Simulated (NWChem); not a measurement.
System: CH₆AsB; SMILES CB[AsH2]

The following NWChem deck was run.

```
start job
memory heap 200 mb stack 900 mb global 1100 mb
geometry units angstroms
  B     -0.616564     1.109874     0.065021
  As     0.022242    -0.789115    -0.036512
  H     -0.867179    -1.387747     1.035727
  H      1.269646    -0.665415     0.819930
  H     -1.817528     1.270328     0.096726
  C      0.323870     2.349884    -0.036629
  H      0.203283     2.918043     0.906117
  H     -0.017902     3.041865    -0.825798
  H      1.394327     2.140491    -0.172339
end
basis spherical
  B library 3-21g
  As library 3-21g
  H library 3-21g
  C library 3-21g
end
dft
  xc hfexch
  iterations 150
end
driver
  maxiter 120
end
task dft optimize
task dft freq
```

The level has its own optimisation; frequencies are unscaled.

Question: What results follow from this input? (Hartree-Fock/3-21G.) Quantities: r As–B (Å); r B–H (Å); r B–C (Å); r As–H (Å); highest harmonic frequency (cm⁻¹); lowest (cm⁻¹); zero-point energy (kcal/mol); dipole (D).

Answer: 
| Quantity | Result |
|---|---|
| r As–B (Å) | 2.029 |
| r B–H (Å) | 1.189 |
| r B–C (Å) | 1.572 |
| r As–H (Å) | 1.514 |
| highest harmonic frequency (cm⁻¹) | 3250 |
| lowest (cm⁻¹) | 84 |
| zero-point energy (kcal/mol) | 42.7 |
| dipole (D) | 1.34 |
